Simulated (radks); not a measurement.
Values are calculated unless marked as measured or tabulated.
Species: La18+. Configuration: [Kr] 4d3 (the NIST ground configuration).

Code: a radial shooting solver on a logarithmic mesh with Libxc functionals. Model: Dirac Kohn-Sham, PBE, spin-unpolarised, spherical densities, finite nucleus; open shells fill j = l - 1/2 first; Fermi nuclear charge, rms radius 4.855 fm.

Energy parts (eV):
total: -227783.50
kinetic: 244012.62
electron-nucleus: -537104.59
Hartree: 70427.42
exchange-correlation: -5118.95

Orbitals (lengths in bohr, moments of r in powers of bohr):
1s1/2: occ. 2; eigenvalue (eV) -39161.95; <r^2> 0.0008538; small-component weight 4.44e-02
2s1/2: occ. 2; eigenvalue (eV) -6605.477; <r^2> 0.01355; small-component weight 9.63e-03
2p1/2: occ. 2; eigenvalue (eV) -6256.210; <r^2> 0.009948; small-component weight 9.66e-03
2p3/2: occ. 4; eigenvalue (eV) -5842.750; <r^2> 0.01121; small-component weight 9.10e-03
3s1/2: occ. 2; eigenvalue (eV) -1744.552; <r^2> 0.09185; small-component weight 2.96e-03
3p1/2: occ. 2; eigenvalue (eV) -1597.748; <r^2> 0.08657; small-component weight 2.90e-03
3p3/2: occ. 4; eigenvalue (eV) -1516.112; <r^2> 0.09397; small-component weight 2.75e-03
3d3/2: occ. 4; eigenvalue (eV) -1260.489; <r^2> 0.07678; small-component weight 2.63e-03
3d5/2: occ. 6; eigenvalue (eV) -1242.889; <r^2> 0.07887; small-component weight 2.59e-03
4s1/2: occ. 2; eigenvalue (eV) -653.1053; <r^2> 0.4306; small-component weight 1.02e-03
4p1/2: occ. 2; eigenvalue (eV) -596.5881; <r^2> 0.4472; small-component weight 9.74e-04
4p3/2: occ. 4; eigenvalue (eV) -576.1880; <r^2> 0.4762; small-component weight 9.33e-04
4d3/2: occ. 3; eigenvalue (eV) -482.0669; <r^2> 0.5085; small-component weight 8.30e-04
4d5/2: occ. 0; eigenvalue (eV) -478.0414; <r^2> 0.5175; small-component weight 8.19e-04

The highest occupied level is 4d3/2 at -482.07 eV. The electron density at the nucleus is 3.517e+05 e/bohr^3. For comparison, the ionisation energy in NIST's Atomic Spectra Database is 498 eV (theoretical). In exact Kohn-Sham theory the highest level is minus the ionisation energy, but local and semilocal functionals leave it too shallow, through self-interaction and a potential that decays too fast; potentials with the right tail come closer. The density falls to 0.001 e/bohr^3 at r = 1.63 bohr. Summed over all electrons, <r^2> = 6.793 bohr^2, which gives a Langevin (diamagnetic) susceptibility term of -5.38 x 10^-6 cm^3/mol.

Beside tabulated values, note that spin-unpolarised runs miss the spin-polarisation part of the exchange energy of open shells.
